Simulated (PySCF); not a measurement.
Vertical excitations of a molecule C2H9BN2O from TDA-M06-2X/def2-SVPD in PySCF, as energy in eV (oscillator strength): 5.89 (0.004), 6.65 (0.024), 7.05 (0.021), 7.26 (0.006), 7.68 (0.006), 7.76 (0.047), 7.96 (0.005), 8.30 (0.001), 8.41 (0.047), 8.71 (0.009). Lowest triplet (TDA): 5.82 eV. Geometry optimised at PBE0-D3(BJ)/def2-SVP. One conformer was computed; it need not be the lowest.

Question: Pick the molecule that these values belong to.
A) CCOB(N)N
B) CNB(N)OC
C) CCNB(N)O
D) COCB(N)N

Answer: C, CCNB(N)O
